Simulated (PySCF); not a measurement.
C5H12Si, SMILES C[C@H]1CC[Si@@H]1C.

Geometry: PBE0-D3(BJ)/def2-SVP. The structure was generated by enumeration; whether it is a known compound was not checked.

These are PySCF with PBE/def2-TZVP values and carry that method's errors.

Task: Estimate the frontier levels, gap, dipole moment. (An estimate is asked for; the answer gives what the named calculation found.)

Result: 
| Quantity | Value |
|---|---|
| highest occupied level | -6.10 eV |
| lowest empty level | 0.07 eV |
| orbital gap | 6.17 eV |
| dipole moment | 0.72 D |
| quadrupole, principal values (traceless, Buckingham form, about the centre of nuclear charge) | -0.69, -0.36, 1.05 D·Å |
